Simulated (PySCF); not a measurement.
**Structure elucidation problem**

An unknown has the formula C7H11NSi. Its calculated NMR data are:

1H NMR (400 MHz, computed): δ 7.05 (d, 2H), 6.49 (d, 2H), 4.65 (s, 3H), 2.75 (br s, 1H), 2.25 (s, 3H).

13C{1H} NMR (computed): δ 146.1, 132.5 (2C), 128.2, 115.3 (2C), 22.3.

Computed data (PySCF): B97-2/pcSseg-1 with gauge-including orbitals, structure optimised with PBE0-D3(BJ)/def2-SVP. One conformer, no relativistic terms, one averaged value for each set of equivalent atoms, no solvent.

Referencing at the same level of theory: 1H (σ = 31.38 ppm), 13C (σ = 183.69 ppm) vs TMS.

Question: Deduce the structure.

Answer: 
- The formula gives 4 degrees of unsaturation (1 ring in the answer).
- 5 carbon signals for 7 carbons: some carbons are equivalent by symmetry or fast rotation.
- Carbon types of the structure: 2 × C, 4 × CH, 1 × CH3, leaving 4 H on heteroatoms.
- δC 146.1: aromatic carbon bearing nitrogen; σ withdrawal by the attached heteroatom moves it downfield of the ring CH carbons.
- δC 132.5, 115.3: aromatic CH.
- δC 128.2: substituted aromatic carbon.
- δC 22.3: methyl carbon on an aromatic ring; aliphatic region, no heteroatom directly attached.
- δH 7.05, 6.49: hydrogen on an aromatic CH.
- δH 2.75: hydrogen on an aniline-type nitrogen; exchangeable; this is the value without hydrogen bonding to other molecules.
- δH 2.25: hydrogen on a methyl carbon on an aromatic ring; benzylic-type position, deshielded by the ring.

Structure: `Cc1ccc(N[SiH3])cc1`.

The data come from this structure; uniqueness wasn't tested.

OH/NH shifts are gas-phase values; hydrogen bonding in solution moves them, usually downfield. Shifts are as computed. Against solution values, carbons near 30 ppm lie about +1 ppm off and those near 130 ppm about +2 ppm. Of 1211 compounds with measured shifts, 218 miss one by over three times the rms of a fit or turn the order of signals round; such compounds aren't used in these exercises. No couplings were computed; multiplicities are counted from neighbouring protons, with m where these are inequivalent, close in shift, in a saturated or five-membered ring or joined by F or P, and br s for small geminal =CH2 splittings.
